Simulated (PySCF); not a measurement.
Computed properties of GaHF2, SMILES [F][GaH][F]

GaHF2, SMILES [F][GaH][F]. Coordinates come from a ωB97X-D3(BJ)/def2-TZVP optimisation. One conformer was computed; it need not be the lowest. All values are computed for the isolated molecule unless a solvent is named; none is compared with measurement here.

**Structure.** The optimised structure has C2v symmetry. All 6 harmonic modes at ωB97X-D3(BJ)/def2-TZVP (PySCF) are real, so it is a minimum. With heavy atoms numbered as in [GaH:1]([F:3])[F:4], the shortest bond between them is Ga1–F3 at 1.745 Å and the longest Ga1–F4 at 1.745 Å.

**Vibrations.** The strongest infrared lines (harmonic, unscaled, degenerate partners summed) lie at 580 cm⁻¹ (117 km/mol, H 91 %), 482 cm⁻¹ (88 km/mol, H 86 %, Ga 8 %), 716 cm⁻¹ (78 km/mol, F 72 %, Ga 23 %). The softest mode is at 208 cm⁻¹ and the zero-point energy is 6.9 kcal/mol.

**Electronic structure.** PBE0/def2-TZVPD (PySCF) places the frontier levels at -10.45 and -1.45 eV, a gap of 9.00 eV, and gives a dipole moment of 2.62 D and a mean polarisability of 26.7 bohr³.

**Excitations.** TDA-M06-2X/def2-SVPD (PySCF) has S1 at 7.68 eV (161 nm, f = 0.070, bright); the most intense of the 10 singlets computed lies at 8.81 eV (f = 0.24). T1 (TDA) is at 6.99 eV, 0.69 eV under S1. No vertical singlet excitation falls in the visible range (under 3.1 eV).

**NMR.** GIAO shifts at PBE0/pcSseg-2 (PySCF) (non-relativistic, atoms alike by connectivity averaged): ¹H at 5.8 ppm against TMS; ¹⁹F at -158.6 ppm against CFCl3.
